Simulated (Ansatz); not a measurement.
CH6Si3, SMILES `[SiH2]=C1[SiH2][SiH2]1` (charge 0, multiplicity 1).

Cartesian coordinates (Å):
```xyz
10

Si     1.9890    -0.2074    -0.0549
C      0.3108    -0.0305    -0.0215
Si    -1.0414     1.2309     0.1499
Si    -1.2786    -0.9893    -0.0860
H      2.9407     0.9240     0.0588
H      2.6816    -1.5108    -0.1987
H     -1.1632     1.9221     1.4588
H     -1.2307     2.1791    -0.9775
H     -1.6364    -1.6212    -1.3819
H     -1.5717    -1.8968     1.0530
```
Charge 0, spin multiplicity 1.

Frozen-core energies in 6-31g from Ansatz (a program for electronic structure) at a geometry from PBE0-D3(BJ)/def2-TZVP; the HF reference has <S^2> = 0.00 (restricted, and unstable towards unrestricted orbitals) and the T1 diagnostic is 0.015.

| level | energy (Ha) |
|---|---|
| HF | -907.85356 |
| MP2 | -908.11156 |
| CCSD | -908.15830 |

Problem. Estimate the energies of CCSD(T), CCSDT and CCSDT(Q), and give each level's difference from CCSDT(Q).

Solution. 
| level | energy (Ha) | difference from CCSDT(Q) (mHa) |
|---|---|---|
| MP2 | -908.11156 | 58.64 |
| CCSD | -908.15830 | 11.90 |
| CCSD(T) | -908.16843 | 1.78 |
| CCSDT | -908.16942 | 0.79 |
| CCSDT(Q) | -908.17020 | 0.00 |
